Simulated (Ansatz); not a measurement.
CH4ClF2NSi, SMILES `CN[Si](F)(F)Cl`, 10 atoms. The species carries charge 0 and has multiplicity 1. All runs use 4 threads of an Arm Neoverse V2 on a shared host. Correlated methods freeze the cores.

Problem. Give the basis size and wall time and peak host memory of each of these runs in Ansatz. RHF-CCSD(T)/def2-SVP energy; RKS ωB97M-V/def2-TZVPP energy and forces; RKS r2SCANh-D4/def2-TZVPP energy; RKS B2PLYP (frozen core)/def2-TZVPP energy; RKS ωB97M-V/def2-QZVPP energy; RHF-MP2/def2-QZVPP energy; RKS PBE0-D4/def2-QZVPP energy; RKS BHLYP-D4/def2-TZVPP energy; direct RPA on PBE orbitals/def2-TZVPP energy; RKS PBE0-D4/def2-SVP energy; RKS PBE0-D4/def2-TZVP relaxation (13 steps); RKS PBE0-D4/def2-TZVP frequencies. (An estimate is asked.)

Solution. Computed: Other jobs shared the machine, so times are rough.

```tsv
level	job	functions	wall time	peak host memory (GiB)
RKS PBE0-D4/def2-SVP	energy	112	1.1 s	0.55
RKS BHLYP-D4/def2-TZVPP	energy	264	3.4 s	0.79
direct RPA on PBE orbitals/def2-TZVPP	energy	264	4.9 s	0.64
RKS B2PLYP (frozen core)/def2-TZVPP	energy	264	6 s	0.73
RKS r2SCANh-D4/def2-TZVPP	energy	264	6 s	0.78
RHF-CCSD(T)/def2-SVP	energy	112	7 s	0.56
RKS PBE0-D4/def2-QZVPP	energy	488	8 s	2
RKS ωB97M-V/def2-TZVPP	energy and forces	264	12 s	1
RKS ωB97M-V/def2-QZVPP	energy	488	19 s	2.4
RHF-MP2/def2-QZVPP	energy	488	21 s	3.1
RKS PBE0-D4/def2-TZVP	relaxation (13 steps)	222	49 s	0.66
RKS PBE0-D4/def2-TZVP	frequencies	222	2.6 min	0.66
```
